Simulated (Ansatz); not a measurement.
Species: H6N3Si, SMILES `N[Si](N)N` (charge 0, multiplicity 2).

**Question.** Give a relaxed geometry from CAM-B3LYP-D3(BJ)/def2-TZVP in Ansatz (a program for electronic structure).

**Answer.** One answer among several that fit: the end point of this relaxation, one of several conformers (outside a Z-matrix the atoms follow the SMILES, hydrogens last).
Z-matrix (Å, degrees):
```
Si
N 1 1.7213
H 2 1.0062 1 121.78
H 2 1.0077 3 112.15 1 149.89
N 1 1.7214 2 108.08 3 153.69
H 5 1.0061 1 121.75 2 -89.26
H 5 1.0076 6 112.14 1 149.84
N 1 1.7215 2 108.11 3 -89.61
H 8 1.0062 1 121.73 2 153.96
H 8 1.0077 9 112.12 1 149.66
```
